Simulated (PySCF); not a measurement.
# Hartree-Fock beside MP2: ClH3N2Si

These are calculations, not measurements. The program is PySCF 2.14.0, an open-source quantum chemistry code, run on an isolated molecule that a program drew, which may never have been made. The molecule is ClH3N2Si (charge 0, singlet), drawn as the SMILES string `N=[Si](N)Cl`.

The geometry was optimised and harmonic frequencies were computed with HF and MP2, all in the cc-pV(D+d)Z basis, for the commonest isotopes, with a restricted reference for singlets and an unrestricted one otherwise, and a frozen core in MP2. Each result is a local minimum of its method.

Geometry at the HF minimum:
```xyz
7
ClH3N2Si, angstrom
N    -1.1609   -2.4277    1.1628
Si   -0.4191   -1.3487    0.3259
N     0.3197    0.1048    0.6930
Cl   -0.2106   -1.6040   -1.6799
H    -1.3382   -2.4381    2.1466
H     0.7635    0.6937    0.0168
H     0.3567    0.4656    1.6262
```

Lengths of the bonds as drawn, in Å (atoms numbered as above):
```
bond,HF,MP2
N1-Si2,1.554,1.598
Si2-N3,1.671,1.692
Si2-Cl4,2.033,2.038
N1-H5,1.000,1.023
N3-H6,1.001,1.015
N3-H7,1.001,1.015
```

Rotational constants, in GHz:
```
constant     HF    MP2
       A   6.95  6.624
       B  3.783  3.796
       C  2.449  2.413
```

Harmonic frequencies in cm^-1, each column in rising order, so a row needn't be the same motion in every method:
```
rank,HF,MP2
1,266,188
2,303,250
3,331,275
4,357,285
5,413,371
6,520,520
7,552,550
8,572,611
9,868,794
10,937,889
11,1309,1187
12,1674,?
13,3796,3608
14,3880,3623
15,3904,3745
```

**Estimate the missing MP2 frequency from the HF column.**

A single factor s that minimises the squared misfit of MP2 against s times HF over the other rows is sum(HF x MP2) / sum(HF^2) = 0.9459, with an rms misfit of 42 cm^-1. For rank 12 it gives 0.9459 x 1674 = 1583 cm^-1. The calculation gives 1544 cm^-1, 39 cm^-1 below the estimate. The drawn bonds are on average 1.6 % longer in MP2 than in HF.
